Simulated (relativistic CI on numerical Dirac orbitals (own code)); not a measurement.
Co⁴⁺ (3d5) in a crystal field

Calculated by Dirac-Coulomb-Breit CI, KLI orbitals optimised for each configuration, model QED, valence Slater integrals scaled by 0.65, one configuration in a parametric crystal field (own radial code).

Field parameters in Wybourne normalisation: D4h B²₀ = −7Ds, B⁴₀ = 21(Dq − Dt), B⁴₄ = 21√(5/14) Dq. The field is a parameter set, without covalency.

S is read from ⟨S²⟩ = S(S + 1).

Levels (cm⁻¹, degeneracy): 0 (2), 9162 (2), 9901 (2), 19819 (2), 19950 (2), 20023 (2), 20086 (2), 25997 (2), 26026 (2), 26083 (2), 26333 (2), 26413 (2).

Task: Which field gives this pattern?
A. D4h, 10Dq = 36350, Ds = -220, Dt = 1070 cm⁻¹
B. D4h, 10Dq = 10250, Ds = 780, Dt = -550 cm⁻¹
C. D4h, 10Dq = 17150, Ds = 650, Dt = -300 cm⁻¹
D. D4h, 10Dq = 29850, Ds = 2300, Dt = -650 cm⁻¹

Result: D. D4h, 10Dq = 29850, Ds = 2300, Dt = -650 cm⁻¹, ground level with S = 0.50.
